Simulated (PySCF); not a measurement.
**GaH₃: one-bond stretch**

These are results of BP86 in PySCF with Ga def2-TZVP, H def2-TZVP; no relativity; density-fitted integrals, not measurements.

Rigid scan from the singlet minimum (Ga–H 1.575 Å (×3); H–Ga–H 120.0° (×3)). Coordinate: the bond from Ga to the last atom (H) scaled, the rest fixed. Energies in kJ/mol from the minimum.

**Question.** Predict the curve at 0.92, 0.96, 1.00, 1.05, 1.12, 1.20, 1.35, 1.55, 1.80, 2.20.

**Answer.** 
| scale of one bond | E (kJ/mol) | dipole size (D) |
| --- | --- | --- |
| 0.92 | 12.4 | 0.24 |
| 0.96 | 2.8 | 0.12 |
| 1.00 | 0.0 | 0.00 |
| 1.05 | 3.6 | 0.16 |
| 1.12 | 18.0 | 0.39 |
| 1.20 | 42.6 | 0.66 |
| 1.35 | 99.1 | 1.16 |
| 1.55 | 175.9 | – |
| 1.80 | 257.4 | – |
| 2.20 | 347.4 | – |

At long bonds a restricted determinant can lie too high, and another spin state can fall below this curve.

The scan took about 60 core-seconds on a shared host.
